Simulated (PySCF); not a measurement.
**Which determinant of PbN lies lowest?**

Unrestricted PBE0; Pb cc-pVDZ-PP with ECP60, N cc-pVDZ; scalar-relativistic core potentials (PySCF 2.14). Outer shells of the fragments: Pb 5d10 6s2 6p2; N 2s2 2p3.

Followed along the bond (rough minima from three points):

```json
{"2Ms+1": "2", "unpaired": "π ↑", "⟨S²⟩ at the start": "1.02", "R at minimum (Å)": "2.11", "Te (eV)": "0.00"}
{"2Ms+1": "2", "unpaired": "σ ↑", "⟨S²⟩ at the start": "1.24", "R at minimum (Å)": "1.99", "Te (eV)": "0.18"}
{"2Ms+1": "4", "unpaired": "π ↑↑↑", "⟨S²⟩ at the start": "3.76", "R at minimum (Å)": "none in the scan", "Te (eV)": "≤ 0.87"}
{"2Ms+1": "4", "unpaired": "σ ↑, π ↑↑", "⟨S²⟩ at the start": "3.79", "R at minimum (Å)": "none in the scan", "Te (eV)": "≤ 1.33"}
{"2Ms+1": "6", "unpaired": "σ ↑, π ↑↑↑↑", "⟨S²⟩ at the start": "8.76", "R at minimum (Å)": "none in the scan", "Te (eV)": "≤ 2.64"}
```

Solutions found at the starting distance of 2.050 Å, counted from the lowest of them; the search is not exhaustive and high or unbound solutions are not listed, so other states can lie among these:

```csv
2Ms+1,unpaired,term,E (eV),⟨S²⟩,⟨Lz²⟩,μ (D)
2,π ↑,²Π,0.00,1.02,1.00,-3.20
2,σ ↑,mixed,0.18,1.24,0.00,-3.39
4,π ↑↑↑,⁴Π,1.29,3.76,1.00,-1.54
4,"σ ↑, π ↑↑",mixed,1.46,3.79,2.01,-2.17
4,"σ ↑, π ↑↑",mixed,1.87,3.76,2.00,-2.37
2,π ↑↑↓,mixed,1.89,1.76,3.01,-1.53
2,"σ ↓, π ↑↑",mixed,2.09,1.76,2.01,-2.34
2,"σ ↑, π ↑↓",mixed,2.20,1.76,2.03,-2.69
2,"σ ↓, π ↑↑",mixed,2.52,1.76,2.00,-2.57
6,"σ ↑, π ↑↑↑↑",⁶Σ⁺,3.38,8.76,0.00,1.09
```

A term symbol is given only where ⟨S²⟩ and ⟨Lz²⟩ are close to those of a pure state; real π, δ and φ orbitals otherwise mix terms. A positive dipole means Pb(−)N(+).

These are scalar-relativistic numbers at best; spin–orbit coupling would shift them, the dissociation energy most.
